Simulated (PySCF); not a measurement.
Structure with atom numbers: `[CH3:1][S+:2]([CH3:3])[B-:4]([Cl:5])([Cl:6])[Cl:7]` (H(Xn): hydrogen on atom n).

[PySCF 2.14: PBE0-D3(BJ)/def2-TZVP geometry; shielding tensors at B97-2/pcSseg-2 (GIAO); no relativistic terms; in vacuum; fast rotation and ring inversion assumed for equivalent nuclei; one computed conformer]

Scale: ¹³C and ¹H against TMS; ³³S against CS2; ¹¹B vs BF3·OEt2; HCl for ³⁵Cl (reference shieldings calculated alike).

| atoms | nucleus | count | δ (ppm) |
| --- | --- | --- | --- |
| H(C1)/H(C3) | ¹H | 6 | 2.29 |
| S2 | ³³S | 1 | ? |
| C1/C3 | ¹³C | 2 | 23.5 |
| Cl5/Cl6/Cl7 | ³⁵Cl | 3 | ? |
| B4 | ¹¹B | 1 | 11.5 |

**Question.** Estimate the values marked ?.

**Answer.** 
- S2: 35 ppm, sulfur bonded to 2 C, B
- Cl5/Cl6/Cl7: 120 ppm, chlorine bonded to B

Shifts are as computed. Against solution values, carbons near 30 ppm lie about +3 ppm off and those near 130 ppm about +7 ppm. Of 1211 compounds with measured shifts, 218 miss one by over three times the rms of a fit or turn the order of signals round; such compounds aren't used in these exercises.
